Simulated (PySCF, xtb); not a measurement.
Zr(F)3(OH) (F₃HOZr), SMILES [OH][Zr]([F])([F])[F], multiplicity 1. One conformer was computed; it need not be the lowest.

Harmonic wavenumbers (cm⁻¹) from GFN2-xTB run with xtb at its own minimum, in rising order: 50, 67, 154, 155, 159, 207, 214, 511, 553, 553, 634, 3611.

Question: What does PySCF with B3LYP-D3(BJ)/def2-SVP give at its own minimum? (Estimate from the structure and the level; the computed values follow.)

Answer: 158, 158, 171, 172, 175, 313, 313, 671, 690, 690, 758, 3963. Paired by order, the mean absolute difference is 114 cm⁻¹ and the zero-point energies are 9.8 and 11.8 kcal/mol.
